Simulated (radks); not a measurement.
Species: the argon ion Ar4+. Configuration: [Ne] 3s2 3p2. Calculated with a radial shooting solver on a logarithmic mesh with Libxc functionals: scalar-relativistic Kohn-Sham, RPBE, spin-polarised, spherical densities, point nucleus; open shells are filled with parallel spins first.

Local quantities along the radius. ELF = 1/(1 + alpha^2) is the electron localisation function; alpha = (tau - tau_W)/tau_unif compares the Pauli kinetic energy density with that of the uniform gas (summed over spins). tau is taken from the large components.

| r (bohr) | ELF | alpha |
|---|---|---|
| 0.003977 | 1.000 | 0.01175 |
| 0.005016 | 1.000 | 0.01222 |
| 0.006377 | 1.000 | 0.01295 |
| 0.008042 | 1.000 | 0.01397 |
| 0.01014 | 1.000 | 0.01543 |
| 0.01279 | 1.000 | 0.01753 |
| 0.01626 | 1.000 | 0.02078 |
| 0.0205 | 0.999 | 0.02564 |
| 0.02586 | 0.999 | 0.03348 |
| 0.03287 | 0.998 | 0.04753 |
| 0.04146 | 0.995 | 0.07292 |
| 0.05228 | 0.985 | 0.1243 |
| 0.06646 | 0.944 | 0.2440 |
| 0.08382 | 0.789 | 0.5179 |
| 0.1057 | 0.456 | 1.093 |
| 0.1333 | 0.248 | 1.743 |
| 0.1695 | 0.298 | 1.535 |
| 0.2137 | 0.564 | 0.8792 |
| 0.2695 | 0.787 | 0.5195 |
| 0.3426 | 0.862 | 0.4009 |
| 0.4321 | 0.828 | 0.4557 |
| 0.5449 | 0.538 | 0.9260 |
| 0.6927 | 0.130 | 2.589 |
| 0.8736 | 0.219 | 1.888 |
| 1.102 | 0.756 | 0.5676 |
| 1.389 | 0.893 | 0.3469 |
| 1.766 | 0.829 | 0.4545 |
| 2.228 | 0.542 | 0.9200 |
| 2.809 | 0.118 | 2.736 |
| 3.571 | 0.005 | 13.86 |
| 4.504 | 0.000 | 118.6 |

On this mesh the ELF has minima near r = 0.15, 0.77 bohr, which separate the shells, and maxima near 0.34 (0.86), 1.4 (0.89).
